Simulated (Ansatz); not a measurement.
Cost and result for the atomization energy of CH9FSi3 (`FC[SiH]([SiH3])[SiH3]`) (14 atoms, 13 bonds).

Cartesian coordinates in Å:
```
F 1.568 -1.628 -0.863
C 1.840 -0.301 -0.548
Si 0.260 0.555 0.095
Si -0.493 -0.498 2.044
Si -1.395 0.544 -1.558
H 2.634 -0.286 0.206
H 2.219 0.192 -1.449
H 0.640 1.965 0.408
H -1.643 0.258 2.609
H -0.936 -1.885 1.743
H 0.591 -0.550 3.064
H -1.834 -0.847 -1.839
H -2.570 1.331 -1.095
H -0.881 1.150 -2.817
```

Total charge 0; spin multiplicity 1. The geometry is a stationary point of PBE0-D4/def2-TZVP. It is one conformer, not always the lowest. Program: Ansatz. All runs use 2 threads of an AMD EPYC 7R13 on a shared host and a share of an NVIDIA H100 80 GB. Times are those of one run each, without the atoms' runs, and a repeat can differ threefold. Electronic energies, without spin–orbit coupling; frozen cores. CCSD(T)/CBS adds CCSD(T) − MP2 in def2-TZVPP to the MP2 limit, and its time is that of the two runs behind it. T1 = 0.013. B3LYP takes the VWN-RPA correlation (the form of Gaussian; ORCA's B3LYP/G).

CCSD(T)/CBS is a level of theory with its own doubt, some kJ/mol a heavy atom from the limit and from the frozen cores, so smaller differences don't rank the functionals.

```json
{"level": "PBE-D4/def2-TZVPP (with forces)", "functions": "314", "wall time": "1.8 s", "atomization (kcal/mol)": "1050.6", "difference from CCSD(T)/CBS": "-1.3", "per bond": "-0.1"}
{"level": "PBE0-D4/def2-TZVPP", "functions": "314", "wall time": "1.8 s", "atomization (kcal/mol)": "1043.1", "difference from CCSD(T)/CBS": "-8.8", "per bond": "-0.7"}
{"level": "r2SCAN-D4/def2-TZVPP (with forces)", "functions": "314", "wall time": "2 s", "atomization (kcal/mol)": "1051.8", "difference from CCSD(T)/CBS": "-0.1", "per bond": "0.0"}
{"level": "B3LYP-D4/def2-TZVPP (with forces)", "functions": "314", "wall time": "2.1 s", "atomization (kcal/mol)": "1050.5", "difference from CCSD(T)/CBS": "-1.4", "per bond": "-0.1"}
{"level": "B2PLYP/def2-TZVPP", "functions": "314", "wall time": "2.3 s", "atomization (kcal/mol)": "1034.6", "difference from CCSD(T)/CBS": "-17.3", "per bond": "-1.3"}
{"level": "ωB97X-V/def2-TZVPP", "functions": "314", "wall time": "2.7 s", "atomization (kcal/mol)": "1060.4", "difference from CCSD(T)/CBS": "8.5", "per bond": "0.7"}
{"level": "ωB97M-V/def2-TZVPP (with forces)", "functions": "314", "wall time": "3.6 s", "atomization (kcal/mol)": "1050.9", "difference from CCSD(T)/CBS": "-1.0", "per bond": "-0.1"}
{"level": "CCSD(T)/def2-TZVPP", "functions": "314", "wall time": "4 s", "atomization (kcal/mol)": "1025.4", "difference from CCSD(T)/CBS": "-26.5", "per bond": "-2.0"}
{"level": "MP2/def2-QZVPP", "functions": "594", "wall time": "4.8 s", "atomization (kcal/mol)": "1037.8", "difference from CCSD(T)/CBS": "-14.1", "per bond": "-1.1"}
{"level": "CCSD(T)/CBS(def2)", "functions": "–", "wall time": "8.9 s", "atomization (kcal/mol)": "1051.9", "difference from CCSD(T)/CBS": "0.0", "per bond": "0.0"}
```

In def2-TZVPP, CCSD(T) changes the Hartree–Fock value by +234.6 kcal/mol (the triples alone add +10.9 kcal/mol) and MP2 by +231.3 kcal/mol; breaking electron pairs costs correlation energy, which Hartree–Fock lacks. The D4 term adds +12.6 kcal/mol with B3LYP and +6.8 kcal/mol with PBE0; it sums over pairs of atoms, weighted by their polarisabilities, and B3LYP, whose exchange is more repulsive, gets the larger term. From PBE to PBE0 (25 % exact exchange), in def2-TZVPP and without D4, the atomization energy moves by −6.4 kcal/mol: exact exchange takes away binding that semilocal exchange gives to molecules.
